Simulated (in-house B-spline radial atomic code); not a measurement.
RPA and G0W0 for B2+, [He] 2s1, highest spin, as one setting changes: the radius of a hard wall (bohr). Start: PBE0. A dash marks a level of low quasi-particle weight. Computed with an all-electron radial atomic-structure program (B-spline basis): all electrons, non-relativistic, point nucleus, each spin shell either full or empty, empty states to l = 9 with an (l + 1/2)⁻⁴ tail; G0W0 by contour deformation at full frequency.

RPA overbinds a lone outer s electron by self-correlation, and G0W0 tends to as well.

| radius of a hard wall (bohr) | mean-field level (eV) | G0W0 level (eV) | RPA correlation (Eh) |
| --- | --- | --- | --- |
| 2 | -12.540 | 2s up -20.115 | -0.15847 |
| 2.5 | -26.298 | 2s up -32.62 | -0.13582 |
| 3 | -31.18 | 2s up -36.84 | -0.12819 |
| 3.5 | -33.00 | 2s up -38.27 | -0.12464 |
| 4 | -33.68 | 2s up -38.73 | -0.12295 |
| 5 | ? | ? | ? |
| 6 | ? | ? | ? |
| 8 | -34.05 | 2s up -38.88 | -0.1217 |
| 12 | -34.05 | 2s up -38.88 | -0.12169 |

Question: What belongs in the row for 5?

Answer: mean-field level (eV): -34.01; G0W0 level (eV): 2s up -38.88; RPA correlation (Eh): -0.12187.

Question: What belongs in the row for 6?

Answer: mean-field level (eV): -34.05; G0W0 level (eV): 2s up -38.88; RPA correlation (Eh): -0.12172.
